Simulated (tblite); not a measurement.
Parent: `[CH3:1][c:2]1[cH:3][p:4][cH:5][s:6]1`, C4H5PS.

Computed geometry: GFN2-xTB, gas phase. One conformer each, not checked by frequencies here.

| coordinate of the parent | value |
| --- | --- |
| C1–C2 | 1.491 Å |
| C2–C3 | 1.354 Å |
| C3–P4 | 1.767 Å |
| P4–C5 | 1.702 Å |
| C5–S6 | 1.714 Å |
| C2–S6 | 1.732 Å |
| C1–C2–C3 | 126.5° |
| C1–C2–S6 | 118.2° |
| C3–C2–S6 | 115.3° |
| C2–C3–P4 | 118.5° |
| C3–P4–C5 | 92.6° |
| P4–C5–S6 | 118.6° |
| C2–S6–C5 | 95.1° |

How does the shared frame change in `[CH3:1][O:2][c:3]1[p:4][cH:5][c:6]([CH3:7])[s:8]1` with C1–O2–C3–P4 180°, C5H7OPS? Atoms pair as C1 = C7, C2 = C6, C3 = C5, P4 = P4, C5 = C3, S6 = S8 (parent first).

```csv
parent,relative,value in the relative,change
C1–C2,C7–C6,1.491 Å,0.000
C2–C3,C6–C5,1.350 Å,-0.004
C3–P4,C5–P4,1.769 Å,+0.002
P4–C5,P4–C3,1.719 Å,+0.017
C5–S6,C3–S8,1.737 Å,+0.023
C2–S6,C6–S8,1.740 Å,+0.008
C1–C2–C3,C7–C6–C5,127.0°,+0.5
C1–C2–S6,C7–C6–S8,117.7°,-0.5
C3–C2–S6,C5–C6–S8,115.2°,-0.1
C2–C3–P4,C6–C5–P4,119.7°,+1.2
C3–P4–C5,C5–P4–C3,92.0°,-0.6
P4–C5–S6,P4–C3–S8,118.4°,-0.2
C2–S6–C5,C6–S8–C3,94.7°,-0.4
```

Of the parent's bonds, C5–S6 changes most (+0.023 Å). Bonds of the relative outside the shared frame: C1–O2 1.406, O2–C3 1.345 Å. Point group Cs → Cs.

How does the shared frame change in `[F:1][c:2]1[cH:3][p:4][cH:5][s:6]1`, C3H2FPS? Atoms pair as C2 = C2, C3 = C3, P4 = P4, C5 = C5, S6 = S6 (parent first).

| parent | relative | value in the relative | change |
| --- | --- | --- | --- |
| C2–C3 | C2–C3 | 1.350 Å | -0.004 |
| C3–P4 | C3–P4 | 1.767 Å | 0.000 |
| P4–C5 | P4–C5 | 1.704 Å | +0.002 |
| C5–S6 | C5–S6 | 1.716 Å | +0.002 |
| C2–S6 | C2–S6 | 1.726 Å | -0.006 |
| C3–C2–S6 | C3–C2–S6 | 118.5° | +3.2 |
| C2–C3–P4 | C2–C3–P4 | 116.1° | -2.4 |
| C3–P4–C5 | C3–P4–C5 | 92.9° | +0.3 |
| P4–C5–S6 | P4–C5–S6 | 119.4° | +0.8 |
| C2–S6–C5 | C2–S6–C5 | 93.1° | -2.0 |

Of the parent's bonds, C2–S6 changes most (-0.006 Å). Bonds of the relative outside the shared frame: F1–C2 1.336 Å. Point group Cs → Cs.

How does the shared frame change in `[CH3:1][CH2:2][c:3]1[p:4][cH:5][c:6]([CH3:7])[s:8]1` with C1–C2–C3–P4 -93°, C6H9PS? Atoms pair as C1 = C7, C2 = C6, C3 = C5, P4 = P4, C5 = C3, S6 = S8 (parent first).

```csv
parent,relative,value in the relative,change
C1–C2,C7–C6,1.491 Å,0.000
C2–C3,C6–C5,1.353 Å,-0.001
C3–P4,C5–P4,1.766 Å,-0.001
P4–C5,P4–C3,1.712 Å,+0.010
C5–S6,C3–S8,1.731 Å,+0.017
C2–S6,C6–S8,1.732 Å,0.000
C1–C2–C3,C7–C6–C5,126.5°,0.0
C1–C2–S6,C7–C6–S8,118.2°,0.0
C3–C2–S6,C5–C6–S8,115.2°,-0.1
C2–C3–P4,C6–C5–P4,118.6°,+0.1
C3–P4–C5,C5–P4–C3,93.3°,+0.7
P4–C5–S6,P4–C3–S8,117.1°,-1.5
C2–S6–C5,C6–S8–C3,95.7°,+0.6
```

Of the parent's bonds, C5–S6 changes most (+0.017 Å). Bonds of the relative outside the shared frame: C1–C2 1.530, C2–C3 1.495 Å. Point group Cs → C1.
